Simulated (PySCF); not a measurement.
TPSSh on As (arsenic, neutral), [Ar] 3d10 4s2 4p2 4d1, one real determinant (an excited configuration). All numbers are calculated (PySCF 2.14, scalar relativity by spin-free X2C-1e, in dyall-av3z).

```
cycle= 1 E= -2260.41915457685  delta_E= -0.0178  |g|= 0.128  |ddm|= 0.483
cycle= 2 E= -2260.4182900663  delta_E= 0.000865  |g|= 0.168  |ddm|= 0.249
cycle= 3 E= -2260.42030658256  delta_E= -0.00202  |g|= 0.00525  |ddm|= 0.0764
cycle= 4 E= -2260.42030002587  delta_E= 6.56e-06  |g|= 0.000562  |ddm|= 0.0419
cycle= 5 E= -2260.42029855763  delta_E= 1.47e-06  |g|= 0.000232  |ddm|= 0.0152
cycle= 6 E= -2260.42029834956  delta_E= 2.08e-07  |g|= 1.81e-05  |ddm|= 0.00436
cycle= 7 E= -2260.4202983496  delta_E= -3.68e-11  |g|= 3.47e-06  |ddm|= 9.44e-05
converged SCF energy = -2260.4202983496  <S^2> = 3.7515677  2S+1 = 4.0007838
```

Highest occupied orbital energy: 0.161 eV; ⟨L²⟩ = 7.95; populations by l: s 8.01, p 14.00, d 10.99, f 0.00.

Task: Can this result be used?

Result: Not for this state. Self-consistency was reached. ⟨L²⟩ = 7.95 against 12 for a pure F term, so this real determinant mixes terms. The outer electron is Rydberg-like, and this basis confines it to a smaller radius and binds it less than a complete one would. At TPSSh the highest occupied level has a positive energy, so only the finite basis holds that electron; for this excited configuration the basis is too tight for the outer shell.
